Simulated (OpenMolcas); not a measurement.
**4d⁶ along the 42-electron sequence**

| Quantity | Value |
| --- | --- |
| Program | OpenMolcas |
| Method | CASSCF |
| Basis | ANO-R2 |
| Scalar Hamiltonian | X2C, finite nucleus |
| Spin-orbit coupling | RASSI with atomic mean-field integrals over the reference wave functions, term energies averaged over their components |

Active space for each ion: 6 electrons in 5 orbitals (4d).

Computed levels in cm-1 above ⁵D₄:

```tsv
Level	Ru2+	Rh3+	Ag5+
⁵D₃	1144	1528	2525
⁵D₂	1857	2442	3882
⁵D₁	2312	3035	4818
⁵D₀	2532	3319	5255
³H₆	17815	20161	24367
³H₅	18222	20641	24947
³P₂(1)	19017	21389	25482
³F₄(1)	20280	23058	28389
³F₃(1)	20733	23494	28490
weight of ⁵D in the lowest level (%)	99	99	98
```

Mixed levels, with the weight of the term that names them: Ru2+ ³F₄(1) (71 %), Rh3+ ³F₄(1) (64 %), Ag5+ ³F₄(1) (53 %).

Measured, with the error of the calculation in %. Measured levels: Ru2+ from Moore, Atomic Energy Levels, vol. III, NSRDS-NBS 35 (1971 reprint of NBS Circular 467, 1958); Ag5+ from the list in Gamrath, thesis, University of Mons (2023).

```
 Level         Ru2+           Ag5+
   ⁵D₃  1159 (-1.3)    2692 (-6.2)
   ⁵D₂  1826 (+1.7)    3953 (-1.8)
   ⁵D₁  2266 (+2.0)    4941 (-2.5)
   ⁵D₀  2476 (+2.3)    5380 (-2.3)
   ³H₆               21512 (+13.3)
   ³H₅               21812 (+14.4)
³P₂(1)               21042 (+21.1)
³F₃(1)               24441 (+16.6)
```

The fine-structure level ⁵D₀ changes by a factor of 2.08 from Ru2+ to Ag5+. Its fourth root runs 7.09, 7.59, 8.51, with steps per unit of Z of 0.50, 0.46; equal steps would mean a (Z - σ)^4 law with constant σ.

³H₆ changes by a factor of 1.37 over the same range, with steps per unit of Z of +2350, +2100 cm-1.

Without dynamic correlation excited terms often stand tens of per cent too high (terms of higher spin than the ground term too low), and those without a measured partner can miss by more than the paired ones. Levels of configurations with an s electron are missing; early in the row they begin among the upper levels of the d shell and mix with terms of their name (holds for Ru2+). Measured partners are found by configuration, term and J. A level has none where our copy of the source lacks it or the pairing is in doubt (some pairs that miss far off the trend of their configuration count as doubtful), and it then counts in no deviation. Only configurations of the active space appear.

A number in round brackets counts repeated terms of one configuration in the order of the reference energies.
